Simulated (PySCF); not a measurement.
[Ru(H2O)6]3+ holds Ru(III), d5, at total charge +3. The structure is a PBE0-D3(BJ)/def2-SVP, IEF-PCM water geometry optimised for multiplicity 2; coordination octahedral, point group C1, metal–donor distances 2.02–2.04 Å.

```
19

Ru    0.0000    0.0000    0.0000
O     0.0561   -0.0701    2.0327
H     0.4717    0.6599    2.5241
H    -0.7425   -0.3333    2.5224
O     0.0371   -0.0166   -2.0278
H     0.3061    0.7909   -2.5003
H    -0.6963   -0.4183   -2.5260
O     2.0268    0.0530    0.0471
H     2.5055    0.3414   -0.7498
H     2.5117   -0.7036    0.4207
O    -2.0224    0.0378    0.0282
H    -2.5128    0.3641   -0.7472
H    -2.5199   -0.7140    0.3964
O     0.0481    2.0282   -0.0634
H     0.4077    2.5276    0.6905
H    -0.7264    2.5151   -0.3949
O     0.0328   -2.0228   -0.0101
H     0.2795   -2.4990    0.8023
H    -0.6803   -2.5225   -0.4451
```

Method (PySCF 2.14, density fitting): CASSCF(5,5) with orbitals averaged over the states of highest spin, strongly contracted NEVPT2 on the averaged canonical orbitals; basis x2c-TZVPall on the metal, x2c-SVPall elsewhere; spin-free X2C; IEF-PCM water; spin-orbit coupling by state interaction with the mean-field operator over all roots.

Q: Which term lies lowest, and with what spin?

A: 2T2g-like (S = 1/2, orbital degeneracy 1), with 5.0 electrons in the lower (t2g-type) set and 0.0 in the upper (eg-type) set, by NEVPT2.

Q: List the excited states of the same spin.

A: By NEVPT2, the lowest six: 2T2g-like at 4192 cm⁻¹; 2T2g-like at 4404 cm⁻¹; 2T1g-like at 26798 cm⁻¹ (373 nm); 2T1g-like at 27501 cm⁻¹ (364 nm); a 2S+1 = 2 state (45 % 2I) at 27550 cm⁻¹ (363 nm); 2A2g-like at 28392 cm⁻¹ (352 nm). The strongest, at 27550 cm⁻¹, has f = 1.8e-05.

Q: Which is the lowest state of another spin?

A: 4T1g-like at 16693 cm⁻¹ by NEVPT2; CASSCF alone puts it at 12268 cm⁻¹ above the same ground state.

Q: What ligand-field parameters describe the result?

A: At CASSCF level (the NEVPT2 levels don't fit a ligand-field model well): orbital energies 0, 247, 3737, 28063, 28432 cm⁻¹; 10Dq = 26919 cm⁻¹ (difference of the means of the two sets); B = 815 cm⁻¹; C = 3306 cm⁻¹; B over its free-ion value at the same level 0.894; rms of the fit 253 cm⁻¹; ζ = 1103 cm⁻¹ (free ion 1163).

Q: What are the magnetic parameters?

A: The ground doublet has g = 1.626, 2.535, 2.580. μeff is 2.10 μB at 300 K and 1.99 μB at 10 K; the spin-only value is 1.73 μB.

NEVPT2 lifts 2T2g-like from 3614 to 4404 cm⁻¹; on the d shell alone such lifts tend to overshoot. An active orbital has only 0.73 squared overlap with the free ion's shell, so the metal shell alone is a small active space here. NEVPT2 on the d shell alone tends to put d–d bands too high for such charged or covalently bound ions. Gaps between spin states lean to high spin in this active space.

The job took 32 s on one thread of Arm Neoverse V2 (shared host), with 207 basis functions and a peak of 1.1 GiB, launched as `OMP_NUM_THREADS=1 python lf_run.py task.json out`.
